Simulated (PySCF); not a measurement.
## I(49+): ionisation energy

I(49+) [He] 2s2 → I(50+) [He] 2s1 [2s1/2^1, M_J = 1/2], as a difference of total energies. Calculation: PySCF 2.14, in an even-tempered Gaussian basis (17 s from 28 bohr⁻², ratio 2.4; 12 p from 37 bohr⁻², ratio 2.4; 5 d from 120 bohr⁻², ratio 2.6; 4 f from 180 bohr⁻², ratio 2.6); the two-component X2C-1e Hamiltonian. Correlated levels: nothing frozen; the 32 highest virtual spinors dropped. "Screened" scales the spin-orbit matrix elements by Boettger's factors to mimic the two-electron term; Breit and QED terms are absent.

| method | ionisation energy (eV) |
| --- | --- |
| GMP2 (spin-free) | 9210.7 |
| GHF (screened spin-orbit) | 9205.0 |
| GMP2 (screened spin-orbit) | 9211.3 |

Task: How much does correlation contribute at GMP2 (screened spin-orbit)?

Result: 9211.3 − (9205.0) = 6.3 eV, measured against GHF (screened spin-orbit).

For this ion Breit and QED terms and the two-electron picture change, all absent here, outweigh the correlation shift from GHF to GMP2.

For comparison: 9196 ± 4 eV (theoretical estimate listed by NIST; NIST Atomic Spectra Database, ionization energies).
